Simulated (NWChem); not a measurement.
# Basis-set convergence for H2BrGa

SMILES: [GaH2][Br]
```xyz
4

Ga     0.0000     0.0000     1.1627
H     -1.4082     0.0000     1.8316
H      1.4082     0.0000     1.8316
Br     0.0000     0.0000    -1.1344
```
Charge 0, spin multiplicity 1.

All runs are NWChem calculations. All single points use one geometry, from PBE0/def2-SVP, a minimum by its harmonic frequencies.

Quantity: first vertical ionisation energy at the level G0W0@PBE.

The Hamiltonian is non-relativistic. GW and range-separated runs recompute their integrals, the others keep them in memory, which bears on the times. The structure started from a generated list of species.

Costs are rough ratios of processor time within this set of runs, SCF included, with def2-SVP as 1.

```tsv
basis	functions	first vertical ionisation energy (eV)	relative cost
def2-SVP	74	…	1
def2-TZVP	108	…	4
def2-TZVPP	124	9.79	5
def2-TZVPD	129	9.72	6
def2-QZVP	210	…	30
```

**Question.** Some entries are withheld; supply them.

**Answer.** 
- def2-SVP, first vertical ionisation energy (eV): 9.40
- def2-TZVP, first vertical ionisation energy (eV): 9.76
- def2-QZVP, first vertical ionisation energy (eV): 10.00
